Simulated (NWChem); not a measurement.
System: C$_{2}$H$_{8}$O$_{2}$Si; SMILES OC[C@@H](O)[SiH3]

Input file for NWChem:

```
start job
memory heap 200 mb stack 900 mb global 1100 mb
geometry units angstroms noautosym nocenter noautoz
  O     -0.981286     1.548571     0.648126
  C     -0.260986     1.336729    -0.556003
  C      0.570692     0.059723    -0.507064
  O      1.586263     0.307729     0.490494
  Si    -0.464369    -1.486999    -0.034644
  H     -0.321362     1.531079     1.361584
  H     -1.002737     1.272431    -1.358328
  H      0.408071     2.185836    -0.771221
  H      1.035844    -0.083290    -1.497573
  H      2.173629    -0.461920     0.538835
  H     -1.628404    -1.652507    -0.948024
  H     -0.919093    -1.444472     1.375494
  H      0.427741    -2.675293    -0.183819
end
basis spherical
  * library 6-31g*
end
dft
  xc b3lyp
  iterations 150
end
cosmo
  do_cosmo_smd true
  solvent toluene
end
task dft energy
```

Output (shortened):

```
             Northwest Computational Chemistry Package (NWChem) 7.3.0
             --------------------------------------------------------

                             Geometry "geometry" -> ""
                             -------------------------

 Output coordinates in angstroms (scale by  1.889725989 to convert to a.u.)

  No.       Tag          Charge          X              Y              Z
 ---- ---------------- ---------- -------------- -------------- --------------
    1 O                    8.0000    -0.98128600     1.54857100     0.64812600
    2 C                    6.0000    -0.26098600     1.33672900    -0.55600300
    3 C                    6.0000     0.57069200     0.05972300    -0.50706400
    4 O                    8.0000     1.58626300     0.30772900     0.49049400
    5 Si                  14.0000    -0.46436900    -1.48699900    -0.03464400
    6 H                    1.0000    -0.32136200     1.53107900     1.36158400
    7 H                    1.0000    -1.00273700     1.27243100    -1.35832800
    8 H                    1.0000     0.40807100     2.18583600    -0.77122100
    9 H                    1.0000     1.03584400    -0.08329000    -1.49757300
   10 H                    1.0000     2.17362900    -0.46192000     0.53883500
   11 H                    1.0000    -1.62840400    -1.65250700    -0.94802400
   12 H                    1.0000    -0.91909300    -1.44447200     1.37549400
   13 H                    1.0000     0.42774100    -2.67529300    -0.18381900

 Effective nuclear repulsion energy (a.u.)     245.1791460466

                                 NWChem DFT Module
                                 -----------------

 Summary of "ao basis" -> "ao basis" (spherical)
 ------------------------------------------------------------------------------
       Tag                 Description            Shells   Functions and Types
 ---------------- ------------------------------  ------  ---------------------
 O                           6-31g*                  6       14   3s2p1d
 C                           6-31g*                  6       14   3s2p1d
 Si                          6-31g*                  8       18   4s3p1d
 H                           6-31g*                  2        2   2s

 in cosmo_initialize ...
 calling solv_data for solv:toluene

 solvent parameters
 solvname_short: toluene
 solvname_long:  toluene
 dielec:        2.3741
 dielecinf:     2.2383
 nonaqueous SMD model solvent descriptors
 dielec:        2.3741
 sola:          0.0000
 solb:          0.1400
 solc:          0.8570
 solg:         40.2000
 solh:          0.0000
 soln:          1.4961

          ---------------
          -cosmo- solvent
          ---------------
 Cosmo: York-Karplus, doi: 10.1021/jp992097l
 dielectric constant -eps-     =   2.37
 screen = (eps-1)/(eps    )    =   0.57879
 surface charge correction     = lagrangian

   van der Waals surface
 --------------------------

[...]

                                COSMO-SMD solvation results
                                ---------------------------

             internal energy in gas <Psi(g)|H|Psi(g)> =      -520.923097012277
         internal energy in solvent <Psi(s)|H|Psi(s)> =      -520.922883841817
                               delta internal energy  =         0.000213170460 (    0.13 kcal/mol)
   total free energy in solvent <Psi(s)|H+V/2|Psi(s)> =      -520.926916120960
 polarization energy contribution <Psi(s)|V/2|Psi(s)> =        -0.004032279143 (   -2.53 kcal/mol)
    total free energy in solvent including G(SMD-CDS) =      -520.929584818804
                       G(SMD-CDS) energy contribution =        -0.002668697845 (   -1.67 kcal/mol)
     1 M fixed-concentration free energy of solvation =        -0.006487806528 (   -4.07 kcal/mol)

                       DFT Final Molecular Orbital Analysis
                       ------------------------------------

 Vector   23  Occ=2.000000D+00  E=-3.249580D-01
              MO Center= -3.7D-01,  5.6D-01,  1.1D-01, r^2= 3.9D+00
   Bfn.  Coefficient  Atom+Function         Bfn.  Coefficient  Atom+Function
  ----- ------------  ---------------      ----- ------------  ---------------
     3      0.368248   1 O  px               17     -0.269914   2 C  px
     7      0.258039   1 O  px                6     -0.195592   1 O  s
    88      0.164275  12 H  s                32     -0.160349   3 C  py
    78      0.157856   7 H  s                90     -0.136827  13 H  s
    46      0.136039   4 O  py               65      0.132413   5 Si pz

 Vector   24  Occ=2.000000D+00  E=-2.689596D-01
              MO Center= -3.8D-01,  1.2D+00,  3.0D-01, r^2= 2.4D+00
   Bfn.  Coefficient  Atom+Function         Bfn.  Coefficient  Atom+Function
  ----- ------------  ---------------      ----- ------------  ---------------
     4      0.535347   1 O  py                8      0.416249   1 O  py
    47     -0.167414   4 O  pz               18     -0.160163   2 C  py
    31     -0.151251   3 C  px               82     -0.151153   9 H  s
    45      0.142257   4 O  px               34      0.141538   3 C  s
    51     -0.141938   4 O  pz               80     -0.127160   8 H  s

 Vector   25  Occ=2.000000D+00  E=-2.582059D-01
              MO Center=  7.2D-01,  8.6D-02,  3.7D-02, r^2= 2.9D+00
   Bfn.  Coefficient  Atom+Function         Bfn.  Coefficient  Atom+Function
  ----- ------------  ---------------      ----- ------------  ---------------
    45      0.280769   4 O  px               47     -0.264432   4 O  pz
    46      0.254259   4 O  py               64      0.242144   5 Si py
    32     -0.235803   3 C  py               49      0.227157   4 O  px
    50      0.205105   4 O  py               51     -0.203402   4 O  pz
    80      0.166605   8 H  s                 4     -0.157243   1 O  py

 Vector   26  Occ=0.000000D+00  E= 3.394182D-02
              MO Center=  1.5D-01, -1.3D+00,  2.0D-01, r^2= 5.2D+00
   Bfn.  Coefficient  Atom+Function         Bfn.  Coefficient  Atom+Function
  ----- ------------  ---------------      ----- ------------  ---------------
    67     -0.782863   5 Si px               68     -0.766621   5 Si py
    34      0.754186   3 C  s                86     -0.534395  11 H  s
    48      0.454811   4 O  s                84     -0.451524  10 H  s
    36     -0.345607   3 C  py               66     -0.218760   5 Si s
    35     -0.214726   3 C  px               64     -0.203795   5 Si py

 Vector   27  Occ=0.000000D+00  E= 5.274867D-02
              MO Center=  1.8D-02, -1.3D+00, -1.7D-01, r^2= 4.9D+00
   Bfn.  Coefficient  Atom+Function         Bfn.  Coefficient  Atom+Function
  ----- ------------  ---------------      ----- ------------  ---------------
    69      0.979308   5 Si pz               34      0.685413   3 C  s
    88     -0.674055  12 H  s                68     -0.627007   5 Si py
    86      0.564186  11 H  s                48     -0.473405   4 O  s
    84      0.454370  10 H  s                90     -0.274841  13 H  s
    50      0.238617   4 O  py               20      0.205964   2 C  s

 Vector   28  Occ=0.000000D+00  E= 7.168471D-02
              MO Center= -5.7D-01, -8.1D-01, -8.3D-02, r^2= 4.9D+00
   Bfn.  Coefficient  Atom+Function         Bfn.  Coefficient  Atom+Function
  ----- ------------  ---------------      ----- ------------  ---------------
    90      0.984926  13 H  s                67     -0.862327   5 Si px
    88     -0.678565  12 H  s                68      0.628221   5 Si py
    69      0.526113   5 Si pz               80      0.407655   8 H  s
    20     -0.389160   2 C  s                 6     -0.384417   1 O  s
    76      0.297676   6 H  s                63     -0.256182   5 Si px

     Multipole analysis of the density
     ---------------------------------

     L   x y z        total         alpha         beta         nuclear
     -   - - -        -----         -----         ----         -------
     0   0 0 0     -0.000000    -25.000000    -25.000000     50.000000

     1   1 0 0      0.805140      0.052428      0.052428      0.700285
     1   0 1 0     -0.377472     -1.212013     -1.212013      2.046554
     1   0 0 1     -0.414706     -0.927801     -0.927801      1.440897

     2   2 0 0    -29.727599    -93.368801    -93.368801    157.010003
     2   1 1 0     -0.401777     -0.977313     -0.977313      1.552848
     2   1 0 1      0.798054     -1.255696     -1.255696      3.309446
     2   0 2 0    -30.810405   -162.848890   -162.848890    294.887376
     2   0 1 1     -0.737269     -7.394600     -7.394600     14.051930
     2   0 0 2    -27.479570    -46.505861    -46.505861     65.532152
```

Level: B3LYP/6-31G* (spherical d), SMD on the gas-phase geometry. Geometry: optimised at B3LYP/6-31G* (spherical d). Solvent: toluene.
